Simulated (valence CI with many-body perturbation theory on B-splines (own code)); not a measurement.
# Energy levels of Er28+

Calculated by relativistic CI+MBPT: four valence electrons over a frozen Dirac-Fock core [Kr], a basis of 9 s, 9 p, 10 d, 8 f, 5 g, 3 h, 1 i functions for each j, with the one-electron correlation potential Σ1, the two-electron term Σ2, the three-electron term Σ3, Breit, model QED; selected CI, second order for the rest (own B-spline code, finite nucleus).

No measured spectrum was set against this ion. As an estimate, large intervals hold to a few tenths of a per cent, small ones and those within an open d or f shell to about a per cent. Only levels of the ground parity were solved; by the run's estimate the other parity begins above the list, which can be wrong where configurations are misplaced.

Levels 1 to 34 of 34, with energies above the lowest level, (4d3/2^4) J=0. "Leading %" is the weight of the configuration and term that name the level; weights of strongly mixed levels are sums over their largest components and can fall short. In the jj column 3d3/2^4 stands for four electrons in 3d with j = 3/2. Lifetimes count E1, E2, E3, M1 and M2 decay at the calculated energies, and are blank where another channel may lead or the interval is too uncertain; long ones can be off by a factor of two.

```tsv
No.	Configuration	Term	J	E (eV)	Leading %	Leading jj	Lifetime	Second component
1	4d⁴	³P	0	0.000	55	4d3/2^4 (95 %)		35 % 4d⁴ ⁵D
2	4d⁴	⁵D	1	8.054	67	4d3/2^3 4d5/2 (96 %)	127 μs	33 % 4d⁴ ³P
3	4d⁴	⁵D	2	11.832	60	4d3/2^3 4d5/2 (75 %)	1.24 ms	11 % 4d⁴ ³D
4	4d⁴	³F	4	12.310	30	4d3/2^3 4d5/2 (95 %)		22 % 4d⁴ ³H
5	4d⁴	⁵D	3	13.247	38	4d3/2^3 4d5/2 (80 %)	27.0 ms	25 % 4d⁴ ³F
6	4d⁴	⁵D	0	19.363	60	4d3/2^2 4d5/2^2 (94 %)	33.1 μs	20 % 4d⁴ ¹S
7	4d⁴	⁵D	4	20.245	42	4d3/2^2 4d5/2^2 (92 %)	120 μs	40 % 4d⁴ ³H
8	4d⁴	⁵D	2	20.476	30	4d3/2^2 4d5/2^2 (79 %)	57.1 μs	30 % 4d⁴ ³F
9	4d⁴	³G	3	20.886	44	4d3/2^2 4d5/2^2 (80 %)	107 μs	40 % 4d⁴ ⁵D
10	4d⁴	³H	5	22.456	69	4d3/2^2 4d5/2^2 (99 %)	202 μs	31 % 4d⁴ ³G
11	4d⁴	³P	1	23.296	50	4d3/2^2 4d5/2^2 (90 %)	74.6 μs	32 % 4d⁴ ³D
12	4d⁴	³H	6	23.601	54	4d3/2^2 4d5/2^2 (98 %)	140 ms	46 % 4d⁴ ¹I
13	4d⁴	³G	4	24.963	59	4d3/2^2 4d5/2^2 (96 %)	436 μs	35 % 4d⁴ ¹G
14	4d⁴	³F	3	25.089	43	4d3/2^2 4d5/2^2 (91 %)	127 μs	31 % 4d⁴ ³D
15	4d⁴	³D	2	25.332	37	4d3/2^2 4d5/2^2 (93 %)	322 μs	30 % 4d⁴ ³P
16	4d⁴	³F	2	29.328	42	4d3/2^2 4d5/2^2 (87 %)	48.9 μs	30 % 4d⁴ ³P
17	4d⁴	³F	4	29.739	52	4d3/2^2 4d5/2^2 (56 %)	81.9 μs	25 % 4d⁴ ⁵D
18	4d⁴	³F	3	32.316	47	4d3/2 4d5/2^3 (92 %)	34.9 μs	20 % 4d⁴ ⁵D
19	4d⁴	¹G	4	32.946	36	4d3/2 4d5/2^3 (55 %)	52.8 μs	33 % 4d⁴ ³F
20	4d⁴	³P	2	33.850	50	4d3/2^2 4d5/2^2 (79 %)	352 μs	25 % 4d⁴ ¹D
21	4d⁴	³D	1	33.923	62	4d3/2 4d5/2^3 (92 %)	26.1 μs	24 % 4d⁴ ³P
22	4d⁴	³G	5	34.054	69	4d3/2 4d5/2^3 (99 %)	75.2 μs	31 % 4d⁴ ³H
23	4d⁴	¹I	6	34.564	54	4d3/2 4d5/2^3 (98 %)	82.4 μs	46 % 4d⁴ ³H
24	4d⁴	³P	0	36.126	55	4d3/2 4d5/2^3 (68 %)		44 % 4d⁴ ¹S
25	4d⁴	³F	2	36.954	55	4d3/2 4d5/2^3 (80 %)	37.9 μs	36 % 4d⁴ ³P
26	4d⁴	¹F	3	37.472	39	4d3/2 4d5/2^3 (95 %)		34 % 4d⁴ ³D
27	4d⁴	¹S	0	41.692	62	4d3/2^2 4d5/2^2 (57 %)		35 % 4d⁴ ³P
28	4d⁴	³F	3	41.830	67	4d3/2 4d5/2^3 (99 %)		29 % 4d⁴ ¹F
29	4d⁴	³P	1	41.895	93	4d3/2 4d5/2^3 (96 %)	40.6 μs	5 % 4d⁴ ³D
30	4d⁴	¹G	4	42.545	75	4d3/2 4d5/2^3 (89 %)	41.7 μs	18 % 4d⁴ ³F
31	4d⁴	¹D	2	43.396	63	4d3/2 4d5/2^3 (64 %)	50.9 μs	26 % 4d⁴ ³P
32	4d⁴	³F	4	46.245	51	4d5/2^4 (90 %)	23.8 μs	21 % 4d⁴ ¹G
33	4d⁴	¹D	2	50.417	52	4d5/2^4 (71 %)	23.2 μs	20 % 4d⁴ ³D
34	4d⁴	¹S	0	58.996	63	4d5/2^4 (76 %)	15.2 μs	35 % 4d⁴ ³P
```

The ionisation energy to 4d³ ⁴F3/2 of the next ion comes out as 1047.8 eV (NIST: 1046 ± 4 eV (theoretical)). All 34 levels together are meant to be complete up to 61.358 eV.
